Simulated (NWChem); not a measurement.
System: SiCl₃ cation

NWChem input:

```
start job
memory heap 200 mb stack 900 mb global 1100 mb
charge 1
geometry units angstroms noautoz
  Cl     1.388346     1.388346     0.000000
  Si     0.000000     0.000000     0.000000
  Cl     0.508170    -1.896516     0.000000
  Cl    -1.896516     0.508170     0.000000
end
basis spherical
  * library def2-tzvp
end
dft
  xc b3lyp
  iterations 150
  mulliken
end
task dft energy
```

Parts of the log:

```
             Northwest Computational Chemistry Package (NWChem) 7.3.0
             --------------------------------------------------------

 D3H symmetry detected

                             Geometry "geometry" -> ""
                             -------------------------

 Output coordinates in angstroms (scale by  1.889725989 to convert to a.u.)

  No.       Tag          Charge          X              Y              Z
 ---- ---------------- ---------- -------------- -------------- --------------
    1 Cl                  17.0000     1.38834605     1.38834605     0.00000000
    2 Si                  14.0000     0.00000000     0.00000000     0.00000000
    3 Cl                  17.0000     0.50816993    -1.89651598     0.00000000
    4 Cl                  17.0000    -1.89651598     0.50816993     0.00000000

 Effective nuclear repulsion energy (a.u.)     327.3470032917

      Symmetry information
      --------------------

 Group name             D3h
 Group number             27
 Group order              12
 No. of unique centers     2

                                 NWChem DFT Module
                                 -----------------

 Summary of "ao basis" -> "ao basis" (spherical)
 ------------------------------------------------------------------------------
       Tag                 Description            Shells   Functions and Types
 ---------------- ------------------------------  ------  ---------------------
 Cl                        def2-tzvp                13       37   5s5p2d1f
 Si                        def2-tzvp                13       37   5s5p2d1f

      Symmetry analysis of basis
      --------------------------

        a1'        24
        a1"         3
        a2'        10
        a2"        15
        e'         66
        e"         30

  Rotation of axis

            General Information
            -------------------
          SCF calculation type: DFT
          Wavefunction type:  closed shell.
          No. of atoms     :     4
          No. of electrons :    64
           Alpha electrons :    32
            Beta electrons :    32
          Charge           :     1
          Spin multiplicity:     1
          Use of symmetry is: on ; symmetry adaption is: on
          Maximum number of iterations: 150
          AO basis - number of functions:   148
                     number of shells:    52
          Convergence on energy requested:  1.00D-06
          Convergence on density requested:  1.00D-05
          Convergence on gradient requested:  5.00D-04

              XC Information
              --------------
                         B3LYP Method XC Potential
                     Hartree-Fock (Exact) Exchange  0.200
                        Slater Exchange Functional  0.800 local
                    Becke 1988 Exchange Functional  0.720 non-local
              Lee-Yang-Parr Correlation Functional  0.810
                  VWN I RPA Correlation Functional  0.190 local

             Grid Information
             ----------------
          Grid used for XC integration:  medium
          Radial quadrature: Mura-Knowles
          Angular quadrature: Lebedev.
          Tag              B.-S. Rad. Rad. Pts. Rad. Cut. Ang. Pts.
          ---              ---------- --------- --------- ---------
          Cl                  1.00       88          10.0       590
          Si                  1.10       88           8.0       590
          Grid pruning is: on
          Number of quadrature shells:   176
          Spatial weights used:  Erf1

      Superposition of Atomic Density Guess
      -------------------------------------

 Sum of atomic energies:       -1667.26847631

 Renormalizing density from      65.00 to     64

      Non-variational initial energy
      ------------------------------

 Total energy =   -1652.264040
 1-e energy   =   -2912.966939
 2-e energy   =     933.355896
 HOMO         =      -0.728266
 LUMO         =      -0.334385

      Symmetry analysis of molecular orbitals - initial
      -------------------------------------------------

  Numbering of irreducible representations:

     1 a1'         2 a1"         3 a2'         4 a2"         5 e'
     6 e"

  Orbital symmetries:

     1 a1'         2 e'          3 e'          4 a1'         5 a1'
     6 e'          7 e'          8 a1'         9 e'         10 e'
    11 e'         12 e'         13 a2'        14 a2"        15 e"
    16 e"         17 a1'        18 e'         19 e'         20 a2"
    21 a1'        22 e'         23 e'         24 a1'        25 e'
    26 e'         27 a2"        28 e'         29 e'         30 e"
    31 e"         32 a2'        33 a1'        34 a2"        35 e'
    36 e'         37 a1'        38 e'         39 e'         40 e"
    41 e"         42 a2"

     ---------------------------------------------
      Total Density - Mulliken Population Analysis
     ---------------------------------------------

    Atom       Charge   Shell Charges
 -----------   ------   -------------------------------------------------------
    1 Cl  17    17.15   2.01  0.46  1.51  1.20  0.74  4.24  1.65  1.18  2.98  1.14  0.01  0.03  0.00
    2 Si  14    12.56   2.00  0.60  1.38  0.79  0.19  4.16  1.69  0.41  0.76  0.11  0.15  0.23  0.08
    3 Cl  17    17.15   2.01  0.46  1.51  1.20  0.74  4.24  1.65  1.18  2.98  1.14  0.01  0.03  0.00
    4 Cl  17    17.15   2.01  0.46  1.51  1.20  0.74  4.24  1.65  1.18  2.98  1.14  0.01  0.03  0.00

   convergence    iter        energy       DeltaE   RMS-Dens  Diis-err
 ---------------- ----- ----------------- --------- --------- ---------
 d= 0,ls=0.0,diis     1  -1669.8892687853 -2.00D+03  8.56D-03  4.09D+00
 d= 0,ls=0.0,diis     2  -1669.7892868515  1.00D-01  8.06D-03  2.16D+00
 d= 0,ls=0.0,diis     3  -1669.9327271272 -1.43D-01  3.17D-03  6.56D-01
 d= 0,ls=0.0,diis     4  -1670.0203851039 -8.77D-02  3.47D-04  8.93D-03
 d= 0,ls=0.0,diis     5  -1670.0212939541 -9.09D-04  8.71D-05  4.92D-04
  Resetting Diis
 d= 0,ls=0.0,diis     6  -1670.0213426319 -4.87D-05  1.38D-05  1.03D-05
 d= 0,ls=0.0,diis     7  -1670.0213440573 -1.43D-06  3.52D-06  1.28D-07
 d= 0,ls=0.0,diis     8  -1670.0213440299  2.73D-08  2.21D-06  3.33D-07

         Total DFT energy =    -1670.021344029935
      One electron energy =    -2944.953571497701
           Coulomb energy =     1053.146256369453
    Exchange-Corr. energy =     -105.561032193351
 Nuclear repulsion energy =      327.347003291665

 Numeric. integr. density =       64.000000944261

                  Occupations of the irreducible representations
                  ----------------------------------------------

                     irrep           alpha         beta
                     --------     --------     --------
                     a1'               7.0          7.0
                     a1"               0.0          0.0
                     a2'               2.0          2.0
                     a2"               3.0          3.0
                     e'               16.0         16.0
                     e"                4.0          4.0

                       DFT Final Molecular Orbital Analysis
                       ------------------------------------

 Vector   30  Occ=2.000000D+00  E=-5.789234D-01  Symmetry=e"
              MO Center= -9.2D-01, -3.8D-02, -5.2D-15, r^2= 3.8D+00
   Bfn.  Coefficient  Atom+Function         Bfn.  Coefficient  Atom+Function
  ----- ------------  ---------------      ----- ------------  ---------------
   128      0.447927  4 Cl pz                91     -0.283259  3 Cl pz
   131      0.237951  4 Cl pz               125      0.210821  4 Cl pz
   119     -0.171663  4 Cl pz                17     -0.164669  1 Cl pz
    94     -0.150475  3 Cl pz                88     -0.133318  3 Cl pz
    82      0.108556  3 Cl pz                20     -0.087476  1 Cl pz

 Vector   31  Occ=2.000000D+00  E=-5.789234D-01  Symmetry=e"
              MO Center=  9.2D-01,  3.8D-02, -1.9D-14, r^2= 3.8D+00
   Bfn.  Coefficient  Atom+Function         Bfn.  Coefficient  Atom+Function
  ----- ------------  ---------------      ----- ------------  ---------------
    17      0.422151  1 Cl pz                91     -0.353683  3 Cl pz
    20      0.224258  1 Cl pz                14      0.198689  1 Cl pz
    94     -0.187886  3 Cl pz                88     -0.166464  3 Cl pz
     8     -0.161784  1 Cl pz                82      0.135545  3 Cl pz
    11     -0.073894  1 Cl pz               128     -0.068468  4 Cl pz

 Vector   32  Occ=2.000000D+00  E=-5.567636D-01  Symmetry=a2'
              MO Center=  6.2D-15, -6.6D-14, -3.7D-17, r^2= 4.9D+00
   Bfn.  Coefficient  Atom+Function         Bfn.  Coefficient  Atom+Function
  ----- ------------  ---------------      ----- ------------  ---------------
    89      0.323219  3 Cl px               127     -0.323219  4 Cl py
    15     -0.236612  1 Cl px                16      0.236612  1 Cl py
    92      0.180577  3 Cl px               130     -0.180577  4 Cl py
    86      0.154349  3 Cl px               124     -0.154349  4 Cl py
    18     -0.132192  1 Cl px                19      0.132192  1 Cl py

 Vector   33  Occ=0.000000D+00  E=-3.130221D-01  Symmetry=a2"
              MO Center= -2.3D-14, -3.6D-15, -1.9D-15, r^2= 3.3D+00
   Bfn.  Coefficient  Atom+Function         Bfn.  Coefficient  Atom+Function
  ----- ------------  ---------------      ----- ------------  ---------------
    54      0.612650  2 Si pz                57      0.370736  2 Si pz
    20     -0.208215  1 Cl pz                94     -0.208215  3 Cl pz
   131     -0.208215  4 Cl pz                17     -0.190990  1 Cl pz
    91     -0.190990  3 Cl pz               128     -0.190990  4 Cl pz
    51      0.176498  2 Si pz                45     -0.175213  2 Si pz

 Vector   34  Occ=0.000000D+00  E=-2.992810D-01  Symmetry=a1'
              MO Center= -6.0D-15, -2.2D-15,  3.8D-16, r^2= 3.8D+00
   Bfn.  Coefficient  Atom+Function         Bfn.  Coefficient  Atom+Function
  ----- ------------  ---------------      ----- ------------  ---------------
    42      0.818134  2 Si s                 41      0.620952  2 Si s
    40     -0.309528  2 Si s                 93     -0.248092  3 Cl py
   129     -0.248092  4 Cl px                90     -0.243045  3 Cl py
   126     -0.243045  4 Cl px                 5     -0.198983  1 Cl s
    79     -0.198983  3 Cl s                116     -0.198983  4 Cl s

 Vector   35  Occ=0.000000D+00  E=-1.668753D-01  Symmetry=e'
              MO Center= -2.9D-01,  1.1D-01, -2.0D-15, r^2= 4.1D+00
   Bfn.  Coefficient  Atom+Function         Bfn.  Coefficient  Atom+Function
  ----- ------------  ---------------      ----- ------------  ---------------
    56      0.638110  2 Si py                53      0.511208  2 Si py
   130     -0.334949  4 Cl py                18      0.276025  1 Cl px
    63     -0.276144  2 Si d -2              79      0.261324  3 Cl s
     5     -0.245513  1 Cl s                 92     -0.208091  3 Cl px
    67     -0.179966  2 Si d  2             127     -0.174234  4 Cl py

     ---------------------------------------------
      Total Density - Mulliken Population Analysis
     ---------------------------------------------

    Atom       Charge   Shell Charges
 -----------   ------   -------------------------------------------------------
    1 Cl  17    16.91   2.01  0.43  1.52  1.18  0.77  4.19  1.67  1.13  2.79  1.18  0.01  0.03  0.00
    2 Si  14    13.27   2.00  0.57  1.40  0.94  0.11  4.13  1.68  0.58  1.05  0.11  0.23  0.38  0.09
    3 Cl  17    16.91   2.01  0.43  1.52  1.18  0.77  4.19  1.67  1.13  2.79  1.18  0.01  0.03  0.00
    4 Cl  17    16.91   2.01  0.43  1.52  1.18  0.77  4.19  1.67  1.13  2.79  1.18  0.01  0.03  0.00

     -------------------------------------------
      Total Density - Lowdin Population Analysis
     -------------------------------------------

    Atom       Charge   Shell Charges
 -----------   ------   -------------------------------------------------------
    1 Cl  17    16.48   1.98  0.84  1.14  0.90  0.72  3.93  1.90  1.25  2.39  1.37  0.01  0.05  0.00
    2 Si  14    14.57   2.00  0.83  1.10  0.56  0.34  3.84  1.87  0.66  1.05  0.64  0.25  1.10  0.34
    3 Cl  17    16.48   1.98  0.84  1.14  0.90  0.72  3.93  1.90  1.25  2.39  1.37  0.01  0.05  0.00
    4 Cl  17    16.48   1.98  0.84  1.14  0.90  0.72  3.93  1.90  1.25  2.39  1.37  0.01  0.05  0.00

     Multipole analysis of the density
     ---------------------------------

     L   x y z        total         alpha         beta         nuclear
     -   - - -        -----         -----         ----         -------
     0   0 0 0      1.000000    -32.000000    -32.000000     65.000000

     1   1 0 0     -0.000000     -0.000000     -0.000000     -0.000000
     1   0 1 0     -0.000000     -0.000000     -0.000000     -0.000000
     1   0 0 1     -0.000000     -0.000000     -0.000000      0.000000

     2   2 0 0    -28.291304   -189.668361   -189.668361    351.045418
     2   1 1 0     -0.000000     -0.000000     -0.000000     -0.000000
     2   1 0 1     -0.000000     -0.000000     -0.000000      0.000000
     2   0 2 0    -28.291304   -189.668361   -189.668361    351.045418
     2   0 1 1      0.000000      0.000000      0.000000      0.000000
     2   0 0 2    -32.567318    -16.283659    -16.283659      0.000000
```

Level: B3LYP/def2-TZVP. The geometry was optimised at PBE0/def2-SVP. B3LYP is NWChem's, with the RPA form of VWN correlation.
